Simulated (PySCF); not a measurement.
Bonds (- single, = double, # triple, : aromatic): C1-C2, C2-O3, O3-C4, C4-C5, C4-C6, C4-C7. C1 carries H8, H9, H10; C2 carries H11, H12; C5 carries H13, H14, H15; C6 carries H16, H17, H18; C7 carries H19, H20, H21.

Theory: structure optimised with GFN2-xTB, shielding tensors at PBE0/pcSseg-1 (GIAO), in PySCF 2.14.0 with density-fitted response routines (non-relativistic Hamiltonian, no solvent model, fast rotation and ring inversion assumed for equivalent nuclei, a single conformation).

δ = σ(ref) − σ, references computed at the same level: 13C (σ = 186.93 ppm) and 1H (σ = 31.72 ppm) vs TMS; 17O (σ = 336.08 ppm) vs H2O.

```tsv
atoms	nucleus	count	δ (ppm)
C1	13C	1	18.6
O3	17O	1	?
H13/H14/H15/H16/H17/H18/H19/H20/H21	1H	9	1.24
C5/C6/C7	13C	3	29.6
C4	13C	1	74.5
H11/H12	1H	2	?
C2	13C	1	60.5
H8/H9/H10	1H	3	1.25
```

Task: Estimate the values marked ?.

Result: 
- H11/H12: 3.58 ppm, hydrogen on an sp3 CH2 bonded to O; its carbon carries O, which withdraws density
- O3: 90.2 ppm, ether oxygen

Shifts are as computed. Against solution values, carbons near 30 ppm lie about +3 ppm off and those near 130 ppm about +5 ppm. Of 246 compounds with measured shifts, 49 miss one by over three times the rms of a fit or turn the order of signals round; such compounds aren't used in these exercises. Experimental scales use liquid or dissolved standards, which lie at an offset from isolated H2O (liquid H2O: subtract about 36 ppm).
